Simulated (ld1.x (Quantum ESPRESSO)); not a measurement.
## Transferability test, TM potential for aluminium

- Element: Al (Z = 13)
- Generator: ld1.x (Quantum ESPRESSO) 7.5
- Type: norm-conserving Troullier–Martins (Kleinman–Bylander form)
- Functional: PBE
- Relativity: scalar-relativistic
- Frozen core: [Ne]
- Valence charge: 3
- Reference configuration: 3s2 3p1
- Partial waves: 3s (bound): rc 1.60 bohr; 3p (bound): rc 2.35 bohr; 3d channel at 0.25 Ry: rc 2.40 bohr
- Local potential: all-electron potential smoothed inside 2.30 bohr (lloc = -2)
- Core correction: Bessel-smoothed model core, default radius (core density twice the valence density)

Energies are relative to the spin-unpolarised reference configuration 3s2 3p1; without spin polarisation the order of configurations can differ from experiment.

| valence configuration | charge | ΔE all-electron (eV) | error AE − PS (meV) |
| --- | --- | --- | --- |
| 3s2 3p0 | +1 | 5.761 | +1.2 |
| 3s1 3p0 | +2 | 24.987 | +13 |
| 3s2 3p0.5 | +0.5 | 2.086 | +0.1 |
| 3s1 3p1 | +1 | 11.571 | +2.1 |
| 3s1 3p2 | 0 | 5.139 | -2.3 |
| 3s2 3p1.3 | -0.3 | -0.575 | +0.1 |

Task: What are ΔE and the potential's error for 3s0 3p3?

Result: ΔE = 10.451 eV all-electron; the error (AE − PS) is -10 meV.

Levels in the configuration 3s2 3p1.3:

```
level  all-electron (eV)  pseudo (eV)
   3s             -5.997       -5.998
   3p             -1.154       -1.154
```
